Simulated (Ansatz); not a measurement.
Species: C$_{4}$H$_{6}$O, charge 0, singlet. C4H6O (SMILES C1=CCOC1).
B3LYP-D3(BJ)/def2-TZVP minimum from Ansatz (a quantum-chemistry and plane-wave program):
```
C
C 1 1.3246
H 1 1.0805 2 126.72
H 2 1.0805 1 126.72 3 0.00
C 2 1.4984 4 123.38 1 -180.00
H 5 1.0975 2 112.48 4 60.81
H 5 1.0975 6 107.54 2 124.38
O 5 1.4296 6 109.65 7 119.17
C 8 1.4296 5 110.18 6 121.07
H 9 1.0975 8 109.65 5 121.07
H 9 1.0975 10 107.54 8 -119.17
```

Wanted: atomisation energy (electronic, to ground-state atoms), in kJ/mol. UHF or UKS for unpaired electrons; spin-orbit terms are left out. CBS(X,Y): correlation extrapolated as X^-3, Hartree-Fock from the larger set. A bracket is a step between two methods taken in the basis named. Functionals run without relativity, which enters their misses. '+ core + X2C': CCSD(T) terms for core correlation (cc-pwCVTZ) and scalar relativity (cc-pVTZ-DK). Where a partner has so few electrons that a lower coupled-cluster level is exact, that level stands in.

CCSD(T)/CBS(cc-pVTZ,cc-pVQZ) + [CCSDT(Q) - CCSD(T)]/cc-pVDZ + core + X2C (Ansatz) gives 4680.5 kJ/mol.

Problem. How far off this value is PBE/def2-TZVPD (Ansatz), in which direction, and which of these levels come nearer: r2SCAN/def2-TZVPD, PBE0/def2-TZVPD, wB97M-V/def2-TZVPD, CCSD(T)/CBS(cc-pVTZ,cc-pVQZ) + core + X2C?

Solution. PBE gives 4792.3 kJ/mol, 111.8 kJ/mol above it. Differences of the others: r2SCAN/def2-TZVPD (Ansatz) -1.2; PBE0/def2-TZVPD (Ansatz) 20.1; wB97M-V/def2-TZVPD (Ansatz) -1.5; CCSD(T)/CBS(cc-pVTZ,cc-pVQZ) + core + X2C (Ansatz) -3.2 kJ/mol. Nearer than PBE: r2SCAN/def2-TZVPD, PBE0/def2-TZVPD, wB97M-V/def2-TZVPD, CCSD(T)/CBS(cc-pVTZ,cc-pVQZ) + core + X2C.
